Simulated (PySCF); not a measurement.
## Assigning NMR signals

Numbering as in the mapped SMILES `[CH2:1]=[P:2]1([CH3:3])[CH2:4][CH2:5][CH2:6][CH2:7][CH2:8]1` (H(Xn): hydrogen on atom n).

Theoretical values (PySCF 2.14): GFN2-xTB structure, σ from GIAO-PBE0/pcSseg-1. Gas phase, rapidly exchanging positions averaged, one conformer, non-relativistic.

References, each an isolated molecule treated in the same way: ¹³C (σ = 186.93 ppm) and ¹H (σ = 31.72 ppm) vs TMS.

(1) Assign these signals to the numbered atoms. ¹³C{¹H} NMR (computed): δ 33.2, 31.7, 29.8, 25.3, -10.6.

(2) Assign these signals to the numbered atoms. ¹H NMR (300 MHz, computed): δ 2.96 (m, 2H), 1.96 (m, 2H), 1.88 (m, 1H), 1.64 (m, 2H), 1.24 (m, 2H), 1.14 (m, 3H), 1.04 (m, 1H), -0.68 (m, 2H).

Answers

(1) 
33.2 → C6, sp3 CH2 in a ring: saturated and bonded to C and H only
31.7 → C4/C8, sp3 CH2 bonded to P
29.8 → C3, methyl carbon bonded to P
25.3 → C5/C7, sp3 CH2 in a ring: a saturated carbon with 2 carbon neighbours and no heteroatom attached
-10.6 → C1, carbon double-bonded to a heavier main-group atom

C6 and C4/C8; C4/C8 and C3 lie closer than the usual error of such a calculation, so a measured spectrum could show them in the other order.

(2) 
```tsv
δ (ppm)	atoms	environment	reason
2.96	Hb(C5)/Hb(C7)	hydrogen on an sp3 CH2 in a ring	–
1.96	Ha(C4)/Ha(C8)	hydrogen on an sp3 CH2 bonded to P	–
1.88	Hb(C6)	hydrogen on an sp3 CH2 in a ring	far from electronegative atoms and π systems
1.64	Ha(C5)/Ha(C7)	hydrogen on an sp3 CH2 in a ring	–
1.24	Hb(C4)/Hb(C8)	hydrogen on an sp3 CH2 bonded to P	–
1.14	H(C3)	hydrogen on a methyl carbon bonded to P	–
1.04	Ha(C6)	hydrogen on an sp3 CH2 in a ring	far from electronegative atoms and π systems
-0.68	H(C1)	hydrogen on a carbon double-bonded to a heavier main-group atom	–
```

Ha(C4)/Ha(C8) and Hb(C6); Hb(C4)/Hb(C8) and H(C3); H(C3) and Ha(C6) lie closer than the usual error of such a calculation, so a measured spectrum could show them in the other order.

Splittings by ³¹P in the carbon and heteronuclear signals aren't shown, as no couplings were computed. Shifts are as computed. Against solution values, carbons near 30 ppm lie about +3 ppm off and those near 130 ppm about +5 ppm. Of 1211 compounds with measured shifts, 218 miss one by over three times the rms of a fit or turn the order of signals round; such compounds aren't used in these exercises. Multiplicities follow the n + 1 count of equivalent neighbours, as no J values were calculated; m marks all less simple cases, F and P coupling included.
